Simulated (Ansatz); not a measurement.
Calculated with Ansatz (gas phase, PBE0-D4/def2-TZVP geometries, no zero-point term in ΔE). CBS: MP2 limit from def2 TZ/QZ plus the TZ coupled-cluster correction, frozen cores. DFT in def2-TZVPP. B3LYP here is the variant with VWN-RPA as its local correlation; programs differ in this. HSE06 is defined as in plane-wave codes. For Ge outer-core shells are correlated without core-valence functions, which leaves a few kJ/mol of doubt a bond. Scalar relativity is left out up to krypton. One conformer a species, not always the lowest.

Reaction (redistribution): `[F][Ge]([F])([F])[SH]` + `OCO[SiH3]` → `[F][GeH]([F])[F]` + `OC(S)O[SiH3]`

```tsv
level	ΔE (eV)
PBE0-D4	0.85
B3LYP	0.91
r2SCAN0	0.89
HSE06	0.88
CAM-B3LYP	0.87
RPA@PBE/def2-TZVPP	0.85
CCSD(T)/def2-TZVPP	0.86
HF/CBS(def2)	0.99
```

**Question.** What does CCSD(T)/CBS give? (Best estimate.)

**Answer.** The calculation gave: +0.85 eV. The listed levels differ from it by 0.00, 0.06, 0.04, 0.03, 0.02, 0.00, 0.01, 0.14 eV.

Largest T1 diagnostic among the species: 0.012.

Leaving LDA and LC-ωPBE aside and taking each functional with its dispersion term where it has one, the values, not all of them listed here, spread over 0.10 eV, from revPBE-D4 to BHLYP-D4. LDA lies −0.15 eV from PBE without D4. The D4 term adds −0.05 eV with B3LYP and −0.03 eV with PBE0; it sums over pairs of atoms, weighted by their polarisabilities, and B3LYP, whose exchange is more repulsive, gets the larger term.
